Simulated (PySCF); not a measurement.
CH6ClFOSi2, SMILES Cl[Si@@](O)(F)[SiH2]C. Atoms are numbered in the order given.

```xyz
12

C      2.2795     1.5166    -0.2218
Si     1.7841    -0.3029    -0.2371
Si    -0.4729    -0.4142     0.3204
O     -0.6849     0.1363     1.8612
F     -1.1118    -1.9041     0.1870
Cl    -1.5653     0.7676    -1.0049
H      2.1591     1.9359     0.7892
H      1.6359     2.0871    -0.9093
H      3.3276     1.6470    -0.5326
H      2.5814    -1.1051     0.7357
H      1.9416    -0.8987    -1.5957
H     -1.5836     0.2721     2.1889
```

The structure is a stationary point at B3LYP-D3(BJ)/def2-SVP. The structure was generated by enumeration; whether it is a known compound was not checked. The values are those of a single conformer.

Computed with B3LYP/pcSseg-1 (PySCF).

GIAO shieldings, no solvent; atoms listed in one row are averaged. δ = σ(ref) − σ: ¹³C against TMS (σ = 181.3 ppm); ²⁹Si against TMS (σ = 338.7 ppm); ¹⁷O against H2O (σ = 333.8 ppm); ¹⁹F against CFCl3 (σ = 161.7 ppm); ³⁵Cl against HCl (σ = 933.3 ppm); ¹H against TMS (σ = 31.68 ppm), references at their B3LYP-D3(BJ)/def2-TZVP geometries, non-relativistic (without spin–orbit terms, shifts of atoms bonded to Cl or Br come out too high).

Computed chemical shifts:
| nucleus | atoms | count | δ (ppm) |
|---|---|---|---|
| ¹³C | C1 | 1 | -8.6 |
| ²⁹Si | Si3 | 1 | -4.4 |
| ²⁹Si | Si2 | 1 | -72.9 |
| ¹⁷O | O4 | 1 | 89.3 |
| ¹⁹F | F5 | 1 | -118.7 |
| ³⁵Cl | Cl6 | 1 | 112.0 |
| ¹H | H10 | 1 | 4.02 |
| ¹H | H11 | 1 | 3.93 |
| ¹H | H12 | 1 | 3.07 |
| ¹H | H7, H8, H9 | 3 | 0.66 |
